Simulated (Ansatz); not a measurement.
`C[O][AlH][F]` + H₂ → `C[O][AlH2]` + H–F  (hydrogenolysis of the Al–F bond)

Isolated molecules relaxed with PBE0-D4/def2-TZVP in Ansatz; ΔE leaves out vibrations. CCSD(T)/CBS adds triple-zeta CCSD(T) − MP2 to the extrapolated MP2 energy (def2 sets, frozen cores). This one scheme is used for every species. Functionals use def2-TZVPP. One conformer a species, not always the lowest.

| level | ΔE (kJ/mol) | difference from CCSD(T)/CBS |
| --- | --- | --- |
| r2SCAN0-D4 | 175.1 | 2.2 |
| ωB97X-V | 171.7 | -1.2 |
| B2PLYP | 176.8 | 3.9 |
| BLYP | 176.3 | 3.4 |
| r2SCAN0 | 174.9 | 2.0 |
| CAM-B3LYP | 175.6 | 2.7 |
| CCSD(T)/def2-SVP | 171.0 | -1.9 |
| CCSD(T)/def2-TZVPP | 171.1 | -1.8 |
| SCS-MP2/def2-QZVPP | 177.6 | 4.7 |
| CCSD/CBS(def2) | 171.6 | -1.3 |
| CCSD(T)/CBS | 172.9 | 0 |

Largest T1 diagnostic among the species: 0.013.

In def2-TZVPP, CCSD(T) changes the Hartree–Fock value by +3.3 kJ/mol (the triples alone add +1.3 kJ/mol) and MP2 by +9.9 kJ/mol. From r2SCAN to r2SCAN0 (25 % exact exchange), in def2-TZVPP and without D4, ΔE moves by −4.8 kJ/mol. Leaving LDA and LC-ωPBE aside and taking each functional with its dispersion term where it has one, the values, not all of them listed here, spread over 15.8 kJ/mol, from HSE06-D4 to r2SCAN-D4.
